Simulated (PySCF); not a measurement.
## Structure revision by computed shifts

A compound C6H7F3Si gives the data below (simulated from a calculation) and was assigned the structure `CC1=C(C(F)(F)F)C=C[SiH2]1`.

¹³C{¹H} NMR (computed): δ 155.0 (CH), 152.3 (CH), 140.4 (C), 136.8 (C), 133.5 (CH), 44.0 (CH2).

¹H NMR (400 MHz, computed): δ 7.14 (m, 1H), 6.87 (d, 1H), 6.30 (m, 1H), 4.79 (m, 2H), 3.04 (m, 2H).

No solvent model, fast rotation and ring inversion assumed for equivalent nuclei, a single conformation, non-relativistic. Shielding tensors at PBE/pcSseg-1 (GIAO); coordinates at the PBE0-D3(BJ)/def2-SVP level; PySCF 2.14.0 with density-fitted response routines.

Chemical shifts δ = σref − σ; TMS for ¹H and ¹³C, all at this level.

(1) Compare with the shifts computed for the proposed structure, pairing carbons in order of shift.

(2) Which isomer fits?

Results:

(1) Mapped SMILES: `[CH3:1][C:2]1=[C:3]([C:4]([F:5])([F:6])[F:7])[CH:8]=[CH:9][SiH2:10]1`. Hydrogens are named by the atom that carries them.

| atom | computed for proposal | given list | difference |
| --- | --- | --- | --- |
| C8 | 156.4 | 155.0 | +1.4 |
| C2 | 149.1 | 152.3 | -3.2 |
| C3 | 148.3 | 140.4 | +7.9 |
| C4 | 133.7 | 136.8 | -3.1 |
| C9 | 127.0 | 133.5 | -6.5 |
| C1 | 16.7 | 44.0 | -27.3 |

The rms difference is 12.0 ppm and the largest -27.3 ppm at C1 (allylic methyl carbon). The carbon types in order of shift don't match either: CH, C, C, C, CH, CH3 for the proposal against CH, CH, C, C, CH, CH2 in the data. The proposal doesn't fit.

(2) SMILES FC(F)(F)CC1=CC=C[SiH2]1.

Carbon types of the structure: 2 × C, 3 × CH, 1 × CH2, leaving 2 H on heteroatoms. δC 155.0, 152.3, 133.5: alkene CH; an sp2 carbon of a C=C bond. δC 140.4: fully substituted alkene carbon; as expected for a trigonal carbon in a double bond. δC 136.8: CF3 carbon; 3 electronegative neighbours deshield it. δH 7.14, 6.87, 6.30: hydrogen on an alkene CH; attached to an sp2 carbon and in the plane of the double bond.

Other isomers checked: FC(F)=C(F)/C=C/[C@@H]1C[SiH2]1 (rms 50.6 ppm); FC(F)=C(F)/C=C\[C@@H]1C[SiH2]1 (rms 51.8 ppm).

The data come from this structure; uniqueness wasn't tested.

Splittings by ¹⁹F in the carbon and heteronuclear signals aren't shown, as no couplings were computed. Shifts are as computed. Against solution values, carbons near 30 ppm lie about +2 ppm off and those near 130 ppm about +2 ppm. Of 1211 compounds with measured shifts, 218 miss one by over three times the rms of a fit or turn the order of signals round; such compounds aren't used in these exercises. No couplings were computed; multiplicities are counted from neighbouring protons, with m where these are inequivalent, close in shift, in a saturated or five-membered ring or joined by F or P, and br s for small geminal =CH2 splittings.
